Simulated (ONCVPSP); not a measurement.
## Building the ONCV potential for Ni (PBEsol, scalar-relativistic).

nickel (Ni), optimised norm-conserving Vanderbilt (ONCV), made with ONCVPSP 4.0.1 (PBEsol, scalar-relativistic). Core [Ne], reference 3s2 3p6 3d8 4s2. Waves: 3s+4s: rc 1.10 bohr, ncon 5, nbas 8, qcut 12.7 1/bohr, 3 projectors, debl 1.9 Ha; 3p: rc 1.20 bohr, ncon 4, nbas 8, qcut 13 1/bohr, 3 projectors, debl 1 Ha; 3d: rc 1.30 bohr, ncon 3, nbas 7, qcut 11.1 1/bohr, 3 projectors, debl 3.9 Ha. Local part: polynomial inside 0.70 bohr (lpopt 5, dvloc0 -1 Ha). Core correction: Teter function, fcfact 2.4, rcfact 1.5.

In the p channel the program set the typed energies aside and used -2.619, 0.250, 1.250 Ha.

All-electron outer shells of the reference configuration (PBEsol, scalar-relativistic, ld1.x):

| shell | level (eV) | outermost node (bohr) | outermost maximum (bohr) |
| --- | --- | --- | --- |
| 2p | -844.17 | – | 0.16 |
| 3s | -110.78 | 0.30 | 0.64 |
| 3p | -71.25 | 0.27 | 0.65 |
| 3d | -8.90 | – | 0.63 |
| 4s | -5.66 | 0.92 | 2.24 |

Calculated quality:

- Cutoffs needed: 61 Ha and 70 Ha (the cutoffs (Ha) at which the residual kinetic energy of the hardest occupied pseudo-wave falls to 1 and 0.1 mHa per electron)
- Ghost test: no bound ghost flagged; GHOST(+) flags only above 600 eV
- Largest excitation error: +16 meV (all-electron minus pseudo) for 3s2 3p6 3d9 4s1, out of 4 test configurations
- rms error of d²Exc/dni dnj: 1.70 mHa without and 0.77 mHa with the model core

Generation and tests took about 6.8 s on one core of a shared server CPU.
